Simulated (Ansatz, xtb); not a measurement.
## Two isomers of C5H2FN3

Structure X is `N#Cc1ccnnc1F`, a singlet and structure Y is `N#Cc1nccnc1F`, a singlet. Both are isolated molecules in the gas phase, relaxed with PBE-D3(BJ)/def2-SVP.

Question: Estimate which is lower in electronic energy at CCSD(T)/def2-SVP + ΔMP2/def2-TZVPP, and by roughly how much.

Answer: The CCSD(T)/def2-SVP + ΔMP2/def2-TZVPP calculation puts structure Y lower, by 79.7 kJ/mol.

Level by level:

| level | geometry | E(Y) − E(X) (kJ/mol) | departure from the last row (kJ/mol) | job, with rough time for the two |
| --- | --- | --- | --- | --- |
| GFN2-xTB | GFN2-xTB | −58.1 | +21.6 | optimisation, 0.13 s |
| HF/STO-3G | GFN2-xTB | −64.3 | +15.3 | single point, 0.4 s |
| r2SCAN-D4/def2-SVP | GFN2-xTB | −89.1 | −9.4 | single point, 3.7 s |
| PBE-D3(BJ)/def2-SVP | PBE-D3(BJ)/def2-SVP | −83.5 | −3.8 | optimisation, 20 s |
| HF/def2-SVP | PBE-D3(BJ)/def2-SVP | −99.6 | −20.0 | part of the CCSD(T) run |
| MP2/def2-SVP | PBE-D3(BJ)/def2-SVP | −90.1 | −10.4 | part of the CCSD(T) run |
| CCSD(T)/def2-SVP | PBE-D3(BJ)/def2-SVP | −87.7 | −8.1 | single point |
| CCSD(T)/def2-SVP + ΔMP2/def2-TZVPP | PBE-D3(BJ)/def2-SVP | −79.7 |  | single point, 74 s |

As drawn, Y has 2 C∷N in place of 1 C∷C, 1 N∷N (∷ is an aromatic bond).

The levels shown agree on the order. The largest departure from CCSD(T)/def2-SVP + ΔMP2/def2-TZVPP is that of GFN2-xTB, 21.6 kJ/mol. The last row adds to CCSD(T) the change of the MP2 difference between the two basis sets, here +8.1 kJ/mol.

With thermal terms from frequencies at re-optimised GFN2-xTB minima (ideal gas, soft modes damped towards free rotors, one conformer each, 298.15 K, 1 atm): on the last row, ΔE + ΔZPE = −79.1, ΔH = −79.2, ΔG = −79.3 kJ/mol.

The correlated steps freeze 9 core orbitals. Run with Ansatz 0.2.0, xtb 6.7.1; the last row on 4 threads of Arm Neoverse V1 on a shared host.
